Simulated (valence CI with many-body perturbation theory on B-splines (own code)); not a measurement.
## Forbidden lines of Er XXIX

Computed by relativistic CI+MBPT: four valence electrons over a frozen Dirac-Fock core [Kr], a basis of 7 s, 7 p, 8 d, 6 f, 4 g, 1 h functions for each j, with the one-electron correlation potential Σ1, the two-electron term Σ2, the three-electron term Σ3, Breit, model QED; selected CI, second order for the rest, scaled by the run's own slope (own B-spline code, finite nucleus).

No measured spectrum was set against this ion. As an estimate, large intervals hold to a few tenths of a per cent, small ones and those within an open d or f shell to about a per cent. The list stops below the first excitations out of the core.

Lines 1 to 50 of 120 in falling wavelength, among levels below 106.538 eV, chosen from the decays that carry over 1 % of a level's rate. Wavelengths and rates use the calculated energies. Electric multipoles are in the length gauge, E1 and E2 with the static RPA response of the core. Weak lines are less certain than strong ones. Lines between different terms over intervals too small for the method are left out, as are lines whose strength nearly cancels. The highest levels of a list are the least certain. Branching is blank where the lifetime is uncertain.

Levels are named by their leading jj configuration (3d3/2^4 stands for four electrons in 3d with j = 3/2), which in mixed levels can hold well under half, so a name can repeat and another be missing. Letters in brackets count levels of one name in rising energy.

```
λ vac (Å)                      Upper                      Lower  Type   A (s⁻¹)  Branch %
    25080        (4d3/2^3 4d5/2) J=4        (4d3/2^3 4d5/2) J=2    E2  8.73e-08          
    13380        (4d3/2^3 4d5/2) J=3        (4d3/2^3 4d5/2) J=4    M1  4.98e+00      13.3
    10740      (4d3/2^2 4d5/2^2) J=6      (4d3/2^2 4d5/2^2) J=5    M1  6.78e+00      92.9
     8727        (4d3/2^3 4d5/2) J=3        (4d3/2^3 4d5/2) J=2    M1  3.25e+01      86.6
     6068  (4d3/2^2 4d5/2^2) J=2 [b]      (4d3/2^2 4d5/2^2) J=1    M1  4.33e+01       1.4
     5574      (4d3/2^2 4d5/2^2) J=5  (4d3/2^2 4d5/2^2) J=4 [a]    M1  5.62e+01       1.1
     3278        (4d3/2^3 4d5/2) J=2        (4d3/2^3 4d5/2) J=1    M1  8.06e+02      99.6
     3145      (4d3/2^2 4d5/2^2) J=1  (4d3/2^2 4d5/2^2) J=0 [a]    M1  4.42e+02       3.3
     3030  (4d3/2^2 4d5/2^2) J=4 [b]  (4d3/2^2 4d5/2^2) J=3 [a]    M1  3.13e+02      13.6
     2942  (4d3/2^2 4d5/2^2) J=3 [b]  (4d3/2^2 4d5/2^2) J=3 [a]    M1  8.36e+01       1.1
     2741  (4d3/2^2 4d5/2^2) J=2 [d]  (4d3/2^2 4d5/2^2) J=2 [c]    M1  2.74e+02       9.6
     2668  (4d3/2^2 4d5/2^2) J=4 [c]  (4d3/2^2 4d5/2^2) J=3 [b]    M1  1.76e+02       1.4
     2620  (4d3/2^2 4d5/2^2) J=4 [b]  (4d3/2^2 4d5/2^2) J=4 [a]    M1  5.95e+01       2.6
     2551  (4d3/2^2 4d5/2^2) J=2 [b]  (4d3/2^2 4d5/2^2) J=2 [a]    M1  3.94e+02      12.7
     2539    (4d3/2 4d5/2^3) J=3 [c]    (4d3/2 4d5/2^3) J=2 [a]    M1  5.14e+02          
     2400    (4d3/2 4d5/2^3) J=3 [b]    (4d3/2 4d5/2^3) J=3 [a]    M1  3.46e+02          
     2149    (4d3/2 4d5/2^3) J=1 [b]        (4d3/2 4d5/2^3) J=0    M1  5.34e+02       2.2
     1922    (4d3/2 4d5/2^3) J=2 [b]    (4d3/2 4d5/2^3) J=2 [a]    M1  7.52e+02       3.8
     1772  (4d3/2^2 4d5/2^2) J=4 [a]        (4d3/2^3 4d5/2) J=3    M1  1.07e+03      12.8
     1703  (4d3/2^2 4d5/2^2) J=4 [c]      (4d3/2^2 4d5/2^2) J=5    M1  4.44e+02       3.6
     1689    (4d3/2 4d5/2^3) J=3 [a]  (4d3/2^2 4d5/2^2) J=4 [b]    M1  7.66e+02       2.7
     1627    (4d3/2 4d5/2^3) J=2 [a]  (4d3/2^2 4d5/2^2) J=2 [c]    M1  1.50e+03       5.7
     1623  (4d3/2^2 4d5/2^2) J=3 [a]        (4d3/2^3 4d5/2) J=3    M1  5.14e+03      55.0
     1593  (4d3/2^2 4d5/2^2) J=0 [b]    (4d3/2 4d5/2^3) J=1 [a]    M1  1.14e+03          
     1565  (4d3/2^2 4d5/2^2) J=4 [a]        (4d3/2^3 4d5/2) J=4    M1  7.28e+03      87.2
     1553    (4d3/2 4d5/2^3) J=3 [c]  (4d3/2^2 4d5/2^2) J=2 [d]    M1  3.98e+02          
     1553    (4d3/2 4d5/2^3) J=1 [b]    (4d3/2 4d5/2^3) J=1 [a]    M1  4.72e+02       1.9
     1541    (4d3/2 4d5/2^3) J=1 [b]  (4d3/2^2 4d5/2^2) J=2 [d]    M1  3.63e+03      14.7
     1541        (4d3/2^3 4d5/2) J=1              (4d3/2^4) J=0    M1  7.84e+03     100.0
     1523    (4d3/2 4d5/2^3) J=3 [b]  (4d3/2^2 4d5/2^2) J=2 [c]    M1  2.52e+02          
     1454  (4d3/2^2 4d5/2^2) J=2 [d]  (4d3/2^2 4d5/2^2) J=2 [b]    M1  8.11e+02      28.4
     1444    (4d3/2 4d5/2^3) J=1 [a]  (4d3/2^2 4d5/2^2) J=2 [b]    M1  1.57e+03       4.1
     1433  (4d3/2^2 4d5/2^2) J=2 [a]        (4d3/2^3 4d5/2) J=2    M1  3.54e+03      20.2
     1414  (4d3/2^2 4d5/2^2) J=2 [d]  (4d3/2^2 4d5/2^2) J=3 [b]    M1  5.36e+02      18.8
     1399  (4d3/2^2 4d5/2^2) J=4 [c]  (4d3/2^2 4d5/2^2) J=3 [a]    M1  7.51e+02       6.1
     1399  (4d3/2^2 4d5/2^2) J=2 [c]  (4d3/2^2 4d5/2^2) J=2 [a]    M1  8.91e+02       4.4
     1395    (4d3/2 4d5/2^3) J=3 [c]    (4d3/2 4d5/2^3) J=4 [a]    M1  2.06e+03          
     1368  (4d3/2^2 4d5/2^2) J=3 [a]        (4d3/2^3 4d5/2) J=2    M1  4.18e+03      44.7
     1364        (4d3/2 4d5/2^3) J=5  (4d3/2^2 4d5/2^2) J=4 [b]    M1  4.56e+03      34.3
     1307    (4d3/2 4d5/2^3) J=2 [b]    (4d3/2 4d5/2^3) J=1 [a]    M1  9.31e+02       4.7
     1305  (4d3/2^2 4d5/2^2) J=4 [c]  (4d3/2^2 4d5/2^2) J=4 [a]    M1  6.79e+03      55.4
     1222      (4d3/2^2 4d5/2^2) J=5        (4d3/2^3 4d5/2) J=4    M1  4.89e+03      98.9
     1209    (4d3/2 4d5/2^3) J=4 [b]    (4d3/2 4d5/2^3) J=3 [a]    M1  2.52e+02       1.0
     1188        (4d3/2 4d5/2^3) J=5      (4d3/2^2 4d5/2^2) J=6    M1  2.63e+03      19.8
     1182    (4d3/2 4d5/2^3) J=4 [a]      (4d3/2^2 4d5/2^2) J=5    M1  8.36e+02       4.4
     1166    (4d3/2 4d5/2^3) J=1 [a]      (4d3/2^2 4d5/2^2) J=1    M1  6.86e+03      17.9
     1131        (4d3/2 4d5/2^3) J=6      (4d3/2^2 4d5/2^2) J=6    M1  5.42e+03      44.6
     1117    (4d3/2 4d5/2^3) J=2 [b]    (4d3/2 4d5/2^3) J=3 [a]    M1  2.16e+03      10.9
     1097      (4d3/2^2 4d5/2^2) J=6        (4d3/2^3 4d5/2) J=4    E2  5.22e-01       7.1
     1096  (4d3/2^2 4d5/2^2) J=0 [a]        (4d3/2^3 4d5/2) J=1    M1  3.02e+04     100.0
```
